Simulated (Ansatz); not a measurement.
A structure relaxed at r2SCAN-D4/def2-SVP in Ansatz, charge 0, doublet:

```tsv
atom	x (Å)	y (Å)	z (Å)
Au1	1.544	0.048	0.747
Au2	-1.718	-0.046	-0.094
Au3	0.096	0.050	2.871
Au4	0.815	0.001	-2.015
Cl5	-1.493	-0.042	-2.462
Cl6	3.031	0.048	-1.230
Cl7	-2.275	-0.059	2.183
```

(1) Give its formula and point group.

(2) Summarise the bond lengths by kind (pairs closer than 1.2 times the sum of covalent radii, bridged metal pairs left out).

Results:

(1) the cluster Au4Cl3. Point group Cs (tolerance 0.1 Å).

(2) 6 × Au–Cl 2.34 to 2.47 Å; 1 × Au–Au 2.57 Å.

In the def2 sets Au takes a core potential; there is no spin–orbit coupling. The structure comes from a short search, and lower isomers may exist.
